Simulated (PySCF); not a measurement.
# Exercise with solution: entropy of an ideal gas

C4H2ClF, SMILES C#C/C(F)=C\Cl.

Geometry: PBE0-D3(BJ)/def2-SVP. The structure was generated by enumeration; whether it is a known compound was not checked.

PBE0-D3(BJ)/def2-SVP in PySCF 2.14.0 gives the harmonic wavenumbers 120, 247, 271, 280, 426, 612, 636, 682, 740, 779, 824, 962, 1209, 1347, 1717, 2243, 3250, 3486 cm⁻¹ and the rotational temperatures 0.1989, 0.1013, 0.0671 K. The molar mass is 104.51 g/mol, the symmetry number 1, the spin multiplicity 1.

Q: Work out the entropy at 298.15 K and 1 atm in the rigid-rotor, harmonic-oscillator model.

A: 
Translation (Sackur–Tetrode at 1 atm): S = R[1.5 ln M + 2.5 ln T − 1.16487] = 166.7 J/(mol K).
Rotation: q = (√π/σ) T^1.5/√(θA θB θC) = 248000, S = R[ln q + 3/2] = 115.8 J/(mol K).
Vibration: with u = 1.4388 ν/T, each mode gives R[u/(e^u − 1) − ln(1 − e^−u)]:
```json
[
 {"ν (cm⁻¹)": "120", "modes": "1", "u": "0.58", "S (J/(mol K))": "12.97"},
 {"ν (cm⁻¹)": "247", "modes": "1", "u": "1.19", "S (J/(mol K))": "7.33"},
 {"ν (cm⁻¹)": "271", "modes": "1", "u": "1.31", "S (J/(mol K))": "6.65"},
 {"ν (cm⁻¹)": "280", "modes": "1", "u": "1.35", "S (J/(mol K))": "6.42"},
 {"ν (cm⁻¹)": "426", "modes": "1", "u": "2.06", "S (J/(mol K))": "3.65"},
 {"ν (cm⁻¹)": "612", "modes": "1", "u": "2.95", "S (J/(mol K))": "1.80"},
 {"ν (cm⁻¹)": "636", "modes": "1", "u": "3.07", "S (J/(mol K))": "1.64"},
 {"ν (cm⁻¹)": "682", "modes": "1", "u": "3.29", "S (J/(mol K))": "1.37"},
 {"ν (cm⁻¹)": "740", "modes": "1", "u": "3.57", "S (J/(mol K))": "1.10"},
 {"ν (cm⁻¹)": "779", "modes": "1", "u": "3.76", "S (J/(mol K))": "0.94"},
 {"ν (cm⁻¹)": "824", "modes": "1", "u": "3.98", "S (J/(mol K))": "0.79"},
 {"ν (cm⁻¹)": "962", "modes": "1", "u": "4.64", "S (J/(mol K))": "0.46"},
 {"ν (cm⁻¹)": "1209", "modes": "1", "u": "5.83", "S (J/(mol K))": "0.17"},
 {"ν (cm⁻¹)": "1347", "modes": "1", "u": "6.50", "S (J/(mol K))": "0.09"},
 {"ν (cm⁻¹)": "1717", "modes": "1", "u": "8.29", "S (J/(mol K))": "0.02"}
]
```
The stiffer modes add less than 0.005 each. Sum 45.4 J/(mol K).
Spin: R ln 1 = 0.0 J/(mol K).
Total 327.9 J/(mol K); the program's own thermochemistry gives 327.9. Translation makes up 51 % and vibration 14 %. Anharmonicity, hindered rotation and orbital degeneracy are left out.
